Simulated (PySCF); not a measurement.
# Vertical excitation energies

Species: BClH₅PSi.
Atom-mapped SMILES: `[BH2:1][PH:2][SiH2:3][Cl:4]` (hydrogens: H5, H6 on B1; H7 on P2; H8, H9 on Si3)

Method used: PySCF, TDDFT CAM-B3LYP/def2-SVPD, vertical, gas phase, core orbitals frozen in the response. Isolated species at its PBE0-D3(BJ)/def2-SVP geometry (one conformer only). Torsions of this conformer, `[BH2:1][PH:2][SiH2:3][Cl:4]`: B1–P2–Si3–Cl4 173°.

Q: Predict the UV-vis stick spectrum at this level.

A: 

| state | E (eV) | E (hartree) | f | \|μ\| (D) | main configurations (H = HOMO, L = LUMO) |
| --- | --- | --- | --- | --- | --- |
| S1 | 4.85 | 0.1782 | 0.080 | 2.08 | H→L (88%) |
| S2 | 5.65 | 0.2078 | 0.047 | 1.48 | H-1→L (74%), H-4→L (11%) |
| S3 | 6.15 | 0.2262 | 0.0065 | 0.53 | H-3→L (85%) |
| S4 | 6.34 | 0.2331 | 0.046 | 1.38 | H→L+1 (60%), H→L+2 (16%), H→L+4 (14%) |
| S5 | 6.75 | 0.2479 | 0.097 | 1.95 | H→L+2 (54%), H→L+1 (21%), H→L+4 (9%) |
| S6 | 6.93 | 0.2546 | 0.016 | 0.78 | H-2→L (72%) |
| S7 | 7.09 | 0.2607 | 0.051 | 1.38 | H→L+3 (68%) |
| S8 | 7.23 | 0.2656 | 0.012 | 0.67 | H-1→L+1 (30%), H-4→L (26%) |
| S9 | 7.34 | 0.2699 | 0.061 | 1.48 | H→L+4 (46%), H→L+2 (10%), H→L+5 (9%) |
| S10 | 7.54 | 0.2771 | 0.020 | 0.84 | H-1→L+1 (42%), H-4→L (18%), H-5→L (11%) |

Triplets, Tamm–Dancoff:

```json
{"state": "T1", "E (eV)": "3.56", "λ (nm)": "348.5", "main configurations (H = HOMO, L = LUMO)": "H→L (96%)"}
{"state": "T2", "E (eV)": "5.08", "λ (nm)": "243.8", "main configurations (H = HOMO, L = LUMO)": "H-1→L (73%), H-4→L (18%)"}
{"state": "T3", "E (eV)": "5.52", "λ (nm)": "224.5", "main configurations (H = HOMO, L = LUMO)": "H-3→L (83%)"}
{"state": "T4", "E (eV)": "5.83", "λ (nm)": "212.7", "main configurations (H = HOMO, L = LUMO)": "H→L+2 (49%), H→L+4 (36%)"}
```

The lowest singlet lies at 4.85 eV (256 nm, ultraviolet) and is of moderate strength; its leading configuration is HOMO→LUMO (88%). The most intense listed level is S5 at 6.75 eV (184 nm, f = 0.097), 1.90 eV above S1. Löwdin shares by element: HOMO phosphorus 60%, boron 17%, silicon 10%, hydrogen 6% or more; LUMO boron 46%, phosphorus 24%, hydrogen 16% or more. Weighted by f, the mean energy of these states is 6.41 eV. Of the 10 states listed, 9 reach f = 0.01 and none stays under 0.0005. Orbital energies (eV): HOMO-3 -11.29, HOMO-2 -10.52, HOMO-1 -10.05, HOMO -8.93, LUMO -0.98, LUMO+1 0.64, LUMO+2 0.92. The vertical ionisation energy (ΔSCF) is 9.70 eV, 2.16 eV above S10. Singlets were solved by full linear response, triplets in the Tamm–Dancoff approximation.
